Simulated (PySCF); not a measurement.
Predicted microwave data (B3LYP/def2-SVPD in PySCF (dipole) on a GFN2-xTB geometry, gas phase) for one isomer of C4H9FOSi2:

| Quantity | Value |
| --- | --- |
| Rotational constants | A = 1941, B = 1175, C = 1028 MHz |
| Dipole components | \|μa\| = 1.40 D, \|μb\| = 1.31 D, \|μc\| = 0.12 D |
| Inertial defect | -198.59 u·Å² |
| κ | -0.68 |

Question: Which structure is it? (One computed conformer of each.)
A. `[CH3:1][Si@@H:2]1[CH2:3][C:4](=[O:5])[C@H:6]([F:7])[SiH2:8]1` with C1–Si2–C3–C4 -144°, Si2–C3–C4–O5 -108°, C3–C4–C6–F7 44°, C4–C6–Si8–Si2 37°
B. `[O:1]=[CH:2][SiH2:3][CH2:4]/[C:5]([SiH3:6])=[CH:7]\[F:8]` with O1–C2–Si3–C4 -9°, C2–Si3–C4–C5 43°, Si3–C4–C5–Si6 -96°
C. `[CH3:1][Si@@H:2]1[CH2:3][C@:4]([F:5])([CH:6]=[O:7])[SiH2:8]1` with C3–C4–C6–O7 -40°, C1–Si2–C3–C4 -101°, Si2–C3–C4–F5 -138°, C3–C4–Si8–Si2 14°, C1–Si2–Si8–C4 100°

Answer: C. It is C[Si@@H]1C[C@](F)(C=O)[SiH2]1, an asymmetric top, point group C1. The candidates at the same level (rigid rotor, commonest isotopes):

```csv
SMILES,A (MHz),B (MHz),C (MHz),μa (D),μb (D),μc (D),Δ (u·Å²),point group,rotor
C[Si@@H]1CC(=O)[C@H](F)[SiH2]1,1839,1184,1035,3.07,1.10,0.30,-213.58,C1,asymmetric top
O=C[SiH2]C/C([SiH3])=C\F,1424,1316,843.1,1.55,1.15,0.66,-139.43,C1,asymmetric top
C[Si@@H]1C[C@](F)(C=O)[SiH2]1,1941,1175,1028,1.40,1.31,0.12,-198.59,C1,asymmetric top
```

`O=C[SiH2]C/C([SiH3])=C\F` has A 27 % too low; `C[Si@@H]1CC(=O)[C@H](F)[SiH2]1` has A 5 % too low. No structure here is proved a minimum.
